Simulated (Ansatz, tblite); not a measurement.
Species of one formula, InPH$_{3}$F$_{3}$ (singlet), each relaxed with r2SCAN-D4/def2-SVP in Ansatz.

In the def2 sets In takes a core potential, while STO-3G treats all electrons; there is no spin–orbit coupling. The xTB rows come from tblite. LC-ωPBE has ω = 0.4 bohr⁻¹. Correlated methods freeze 12 core orbitals; core or outer-core shells of In are correlated, in sets that lack core-valence functions.

Other spin states weren't relaxed.

A: In(PH3)F3 (InPH₃F₃)

Cartesian coordinates in Å:
```
F 0.921 2.467 0.138
F -2.127 1.277 0.898
F -0.956 1.011 -2.237
In -0.611 1.345 -0.339
P 0.493 -1.083 0.274
H 0.980 -1.281 1.589
H 1.623 -1.504 -0.468
H -0.323 -2.233 0.144
```

B: In(PF3)H3 (InPH₃F₃)

```xyz
8

F    -1.882    0.318   -1.416
F    -0.367    2.137   -0.947
F    -1.821    1.300    0.787
In    1.182   -1.091    0.458
P    -0.820    0.752   -0.318
H     1.898    0.041    1.556
H     1.788   -1.221   -1.159
H     0.022   -2.236    1.038
```

Problem. Estimate their order by electronic energy at PBE-QIDH/def2-TZVP, counted from the lowest.

Solution. A (0.00) < B (0.60), in eV.

Problem. Do the other levels pick the same lowest one?

Solution. Not GFN1-xTB. Energies above each level's lowest (eV):

```json
{"level": "GFN1-xTB", "A": "2.75", "B": "0.00"}
{"level": "GFN2-xTB", "A": "0.00", "B": "0.14"}
{"level": "HF/STO-3G", "A": "0.00", "B": "0.93"}
{"level": "HF/def2-SVP", "A": "0.00", "B": "1.35"}
{"level": "HF/def2-TZVP", "A": "0.00", "B": "0.73"}
{"level": "PBE-D4/def2-SVP", "A": "0.00", "B": "0.70"}
{"level": "PBE-D4/def2-TZVP", "A": "0.00", "B": "0.48"}
{"level": "r2SCAN-D4/def2-TZVP", "A": "0.00", "B": "0.52"}
{"level": "PBE0-D4/def2-SVP", "A": "0.00", "B": "0.79"}
{"level": "PBE0-D4/def2-TZVP", "A": "0.00", "B": "0.49"}
{"level": "LC-ωPBE/def2-TZVP", "A": "0.00", "B": "0.65"}
{"level": "B2PLYP/def2-TZVP", "A": "0.00", "B": "0.65"}
{"level": "PBE-QIDH/def2-TZVP", "A": "0.00", "B": "0.60"}
{"level": "MP2/def2-SVP", "A": "0.00", "B": "1.46"}
{"level": "MP2/def2-TZVP", "A": "0.00", "B": "0.69"}
{"level": "CCSD/def2-SVP", "A": "0.00", "B": "1.37"}
{"level": "CCSD(T)/def2-SVP", "A": "0.00", "B": "1.32"}
```
Point groups (tolerance 0.1 Å): A not assigned, B not assigned. From def2-SVP to def2-TZVP the PBE0 values move by up to 0.31 eV, so results in the small set are rough.
